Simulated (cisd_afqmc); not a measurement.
Input (AFQMC/CISD/cc-pV(D+d)Z; cisd_afqmc is a phaseless AFQMC code with CISD trial states that reads the integrals written by Ansatz): A basis named .json is the Basis Set Exchange file of that set.

Ansatz 0.2 input:
```python
import cisd_afqmc

open("ham.yaml", "w").write("""\
crystal:
  periodic: [false, false, false]
  atoms:
    - {symbol: Cl, position_ang: [0.00000000, 0.00000000, 0.00000000]}
basis:
  gaussian:
    orbitals: cc-pV_D+d_Z.json
magnetization: {spin_polarized: true, initial_magnetization: 1}
correlation: {method: ccsd, electrons: outside_noble_gas, hamiltonian_folder: ham}
scf: {lower_state_search: full}
""")
rep = cisd_afqmc.ansatz("ham.yaml")
e_ccsd = rep["correlation"]["coupled_cluster"]["energy"]["hartree"]
out = cisd_afqmc.run("ham", e_ccsd, trial="CISD", walkers=200, populations=8, threads=8, dt=0.005, steps=40, early=24, settle=10, least=32,
    cut=5e-5, rank_cut=2e-4, target=0.0004, seconds=1500, seed=1, memory=17280, gpu=False)
```

Output:

```
orbitals 18, occupied [4, 3], factors 99 of 137, rank of the doubles 63 of 101
E(HF) = -459.471396
E(CCSD) on the cut factors = -459.602538, shift to the whole factors -0.000002
Energy of the trial state on the determinant = -459.602402
  tau behind 7.2 of longer steps, mean of the populations' last blocks
   2.0  -459.60441
   4.0  -459.60497
   6.0  -459.60372
   8.0  -459.60415
blocks 267 (7 outliers left out), error by blocks joined: 1: 0.00005, 2: 0.00006, 4: 0.00006, 8: 0.00007, 16: 0.00007
E(AFQMC/CISD) = -459.60420 +/- 0.00007
```
